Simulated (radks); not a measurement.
Q: All-electron atom: Mg in [Ne] 3s2. All-electron calculation, scalar-relativistic Kohn-Sham, BLYP, spin-polarised, spherical densities, finite nucleus; Fermi nuclear charge, rms radius 3.057 fm. Program: a radial shooting solver on a logarithmic mesh with Libxc functionals. Some entries of the table are withheld. Estimate them.

| orbital | occ. | eigenvalue (eV) | <1/r> (bohr^-1) |
|---|---|---|---|
| 1s | 2 | (1) | 11.63 |
| 2s | 2 | -79.5783 | 2.100 |
| 2p | 6 | (2) | 1.957 |
| 3s | 2 | -4.5725 | (3) |

A: 
(1) 1s eigenvalue (eV): -1260.681
(2) 2p eigenvalue (eV): -46.5308
(3) 3s <1/r> (bohr^-1): 0.4274
